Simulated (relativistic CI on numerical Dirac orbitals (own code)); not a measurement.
**Ligand-field terms of d7**

Computed with a parametric ligand-field model of a d^n configuration (Racah B and C, spin-orbit zeta, crystal field), exact diagonalisation.

Field parameters in Wybourne normalisation: Oh B⁴₀ = 21Dq, B⁴₄ = √(5/14) B⁴₀. The field is a parameter set, without covalency.

B = 890 cm⁻¹, C = 3460 cm⁻¹ (C/B = 3.89), Oh, no spin-orbit coupling. Tanabe-Sugano data, E/B above the lowest term (Δ = |10Dq|; b, c mark the second and third term of a kind):

| Δ/B | 4T1 | 4T2 | 4A2 | 4T1(b) | 2E | 2T1 | 2T2 | 2T1(b) |
| --- | --- | --- | --- | --- | --- | --- | --- | --- |
| 1.0 | 0.00 | 0.81 | 1.81 | 15.62 | 15.97 | 16.24 | 16.05 | 20.87 |
| 3.0 | 0.00 | 2.49 | 5.49 | 16.97 | 15.12 | 16.83 | 16.62 | 21.26 |
| 5.0 | 0.00 | 4.22 | 9.22 | 18.44 | 13.51 | 17.00 | 16.97 | 21.59 |
| 7.0 | 0.00 | 6.00 | 13.00 | 20.00 | 11.69 | 17.02 | 17.17 | 21.87 |
| 9.0 | 0.00 | 7.82 | 16.82 | 21.63 | 9.79 | 16.97 | 17.27 | 22.10 |
| 11.0 | 0.00 | 9.66 | 20.66 | 23.32 | 7.86 | 16.91 | 17.31 | 22.29 |
| 13.0 | 0.00 | 11.53 | 24.53 | 25.06 | 5.92 | 16.84 | 17.33 | 22.45 |
| 15.0 | 0.00 | 13.42 | 28.42 | 26.83 | 3.96 | 16.77 | 17.33 | 22.58 |
| 17.0 | 0.00 | 15.32 | 32.32 | 28.64 | 1.99 | 16.71 | 17.33 | 22.69 |
| 19.0 | 0.00 | 17.23 | 36.23 | 30.46 | 0.02 | 16.65 | 17.32 | 22.78 |
| 21.0 | 1.95 | 21.11 | 42.11 | 34.26 | 0.00 | 18.55 | 19.25 | 24.82 |
| 23.0 | 3.93 | 25.02 | 48.02 | 38.11 | 0.00 | 20.48 | 21.21 | 26.86 |
| 25.0 | 5.91 | 28.94 | 53.94 | 41.96 | 0.00 | 22.42 | 23.18 | 28.90 |
| 27.0 | 7.89 | 32.86 | 59.86 | 45.84 | 0.00 | 24.36 | 25.14 | 30.93 |
| 29.0 | 9.87 | 36.80 | 65.80 | 49.72 | 0.00 | 26.30 | 27.11 | 32.96 |
| 31.0 | 11.86 | 40.74 | 71.74 | 53.62 | 0.00 | 28.25 | 29.08 | 34.98 |
| 33.0 | 13.84 | 44.68 | 77.68 | 57.52 | 0.00 | 30.21 | 31.05 | 37.00 |
| 35.0 | 15.83 | 48.63 | 83.63 | 61.44 | 0.00 | 32.17 | 33.02 | 39.02 |
| 37.0 | 17.82 | 52.59 | 89.59 | 65.36 | 0.00 | 34.13 | 35.00 | 41.03 |
| 39.0 | 19.80 | 56.54 | 95.54 | 69.28 | 0.00 | 36.09 | 36.97 | 43.04 |
| 41.0 | 21.79 | 60.50 | 101.50 | 73.21 | 0.00 | 38.06 | 38.95 | 45.05 |
| 43.0 | 23.78 | 64.47 | 107.47 | 77.15 | 0.00 | 40.02 | 40.93 | 47.06 |
| 45.0 | 25.77 | 68.43 | 113.43 | 81.09 | 0.00 | 41.99 | 42.91 | 49.07 |
| 47.0 | 27.76 | 72.40 | 119.40 | 85.04 | 0.00 | 43.97 | 44.89 | 51.08 |

The ground term changes from 4T1 to 2E between Δ/B = 19.0 and 21.0.
